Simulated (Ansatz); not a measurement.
# C2H3Sb: structure from calculated spectroscopic constants

These gas-phase data were calculated for one isomer of C2H3Sb at r2SCAN-D4/def2-SVP (harmonic, unscaled wavenumbers; equilibrium rotational constants with average atomic masses):

| Property | Result |
| --- | --- |
| rotational constants | 157.8, 2.783, 2.783 GHz |
| all wavenumbers above 1500 cm⁻¹ | 3079, 3079, 2989 |

Candidates:

(1) `C=[C]=[SbH]`, a singlet
(2) `C[C]#[Sb]`, a singlet
(3) `[CH]1=[CH][SbH]1`, a singlet

Q: Which structure fits?

A: Candidate (2). 3 modes lie between 2750 and 3290 cm⁻¹, one for each C–H bond, while (1) has 2, (3) has 2.

The same quantities for all candidates:

```
     rotational constants (GHz)  wavenumbers above 1500 cm⁻¹  E above the lowest, r2SCAN-D4/def2-SVP (kcal/mol)
(1)         105.9, 2.898, 2.878       3160, 3080, 1902, 1755                                               10.9
(2)         157.8, 2.783, 2.783             3079, 3079, 2989                                                0.0
(3)         28.41, 4.936, 4.425       3240, 3197, 1862, 1665                                               11.2
```

Each candidate is one conformer. Atoms past krypton carry core potentials. Programs: Ansatz 0.2.0.
